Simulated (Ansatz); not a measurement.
# Ligand exchange: C3H5F3 + GeH2(CH3)I → C2H2F3I + GeH2(CH3)2

Gas-phase species: C3H5F3 `CCC(F)(F)F`, singlet; GeH2(CH3)I, singlet; C2H2F3I (1,1,1-trifluoro-2-iodoethane) `FC(F)(F)CI`, singlet; GeH2(CH3)2, singlet. The partners trade CH3 for I: C–CH3 and Ge–I bonds give way to C–I and Ge–CH3.

Shapes, held fixed at every level: PBE0-D4/def2-TZVP. Programs: Ansatz 0.2.0. The zero-point and thermal change to 298 K, harmonic and unscaled (PBE0-D4/def2-TZVP), is -6.7 kJ/mol.

```csv
level,kind,ΔH(298 K) (kJ/mol),less CCSD(T)/def2-TZVPP
HF/def2-SVP,Hartree–Fock,+154.6,+39.8
B3LYP-D4/def2-TZVPP,global hybrid,+121.5,+6.7
BHLYP-D4/def2-TZVPP,global hybrid,+131.8,+17.0
r2SCAN0-D4/def2-TZVPP,global hybrid,+129.7,+14.9
B2PLYP/def2-TZVPP,double hybrid,+121.8,+7.0
MP2/def2-TZVPP,perturbation theory,+117.3,+2.5
CCSD(T)/def2-TZVPP,coupled cluster or CI,+114.8,0.0
```

The highest level, CCSD(T)/def2-TZVPP, gives ΔH(298 K) = +114.8 kJ/mol; the levels span +114.8 to +154.6. The column of differences is taken from that level and isn't an error. No measured value is set beside it here. For atoms past krypton def2 sets carry core potentials with scalar relativity. Relativity is left out for Ge. Outer-core shells of Ge, I are correlated, in sets that cover them unevenly.
